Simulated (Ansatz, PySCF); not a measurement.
hexa-1,2-dien-4-yne (C6H6), SMILES C=C=CC#CC.

Coordinates come from a PBE-D3(BJ)/def2-SVP optimisation.

Vertical ionisation energy (IE) and electron affinity (EA) in eV. Rows of orbital energies are one-electron estimates. Where ΔSCF, EOM or ADC give a negative EA the extra electron is unbound and the value depends on the basis.

```csv
level,IE,EA
"−ε(HOMO), −ε(LUMO), PBE0/def2-TZVP (PySCF)",6.56,0.64
"−ε(HOMO), −ε(LUMO), PBE/def2-TZVP (PySCF)",5.53,1.53
"ΔSCF, PBE0/def2-TZVPD (Ansatz), final states of multiplicity 2 and 2",8.42,-0.99
"ΔSCF, PBE/def2-TZVPD (Ansatz), final states of multiplicity 2 and 2",8.32,-0.81
```

Q: What vertical singlet–triplet gap does ΔSCF give with PBE0/def2-TZVPD (Ansatz, an electronic-structure program) and with PBE/def2-TZVPD (Ansatz)? (An estimate is asked for; the answer gives what the named calculation found.)

A: 3.41 and 3.40 eV (triplet above singlet where positive).
